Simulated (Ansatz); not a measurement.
Born–Oppenheimer molecular dynamics of CH₁₁NSi₂ (15 atoms, charge 0, multiplicity 1). It starts at the highest image of a converged band. Of that band: Neighbouring images differ by up to 1.4 eV, so the band resolves the path poorly. A vibrational analysis at the climbing image gives one clearly imaginary mode, 1227i cm⁻¹: a first-order saddle point.

These are results of UKS B3LYP-D4/def2-SVP in Ansatz, not measurements.

```
ensemble                      : NVE (velocity Verlet)
time step                     : 0.5 fs
steps asked                   : 200
starting velocities drawn for : 100 K
seed                          : 6069
```

First frame:

```xyz
15
Properties=species:S:1:pos:R:3
Si -0.425 0.059 -1.085
H 1.105 -1.258 -0.779
H -0.131 -0.090 -2.535
H -1.334 1.277 -1.022
Si -1.461 -1.714 0.019
H 1.468 -0.198 -0.347
N 1.033 0.890 -0.188
C 0.853 1.361 1.193
H -2.945 -1.549 0.171
H -1.190 -2.983 -0.711
H -0.886 -1.800 1.397
H 1.492 1.589 -0.780
H 1.795 1.768 1.590
H 0.072 2.135 1.257
H 0.554 0.509 1.821
```

How far do the bonds stretch over the last three quarters of this one trajectory? (Pairs bonded in most of those frames.)


```tsv
bond	mean (Å)	spread (Å)	shortest	longest
Si1–H3	1.501	0.007	1.49	1.52
Si1–H4	1.502	0.012	1.48	1.53
Si1–Si5	2.382	0.022	2.35	2.42
Si1–N7	1.743	0.046	1.66	1.81
H2–H6	0.772	0.052	0.69	0.84
Si5–H9	1.496	0.008	1.48	1.51
Si5–H10	1.495	0.014	1.47	1.52
Si5–H11	1.499	0.036	1.44	1.55
N7–C8	1.459	0.030	1.41	1.52
N7–H12	1.018	0.010	1.00	1.04
C8–H13	1.102	0.006	1.09	1.11
C8–H14	1.106	0.009	1.09	1.12
C8–H15	1.107	0.005	1.10	1.12
```

Mean temperature of the second half: 831 K. The conserved energy stayed within 0.19 meV per atom of its start (net change 0.041 meV per atom), so the integration is sound. The kinetic energy rose, since the run started high on the potential surface and went downhill. It ends in pieces (CH9NSi2 + H2), so much of that is their flight and rotation, not heat. A run of 0.1 ps of so small a system gives no equilibrium averages. The orbitals were unrestricted but ended closed-shell.

Time of the run: 14 min on 4 threads of Arm Neoverse N1, on a shared host, peak memory 0.39 GiB.
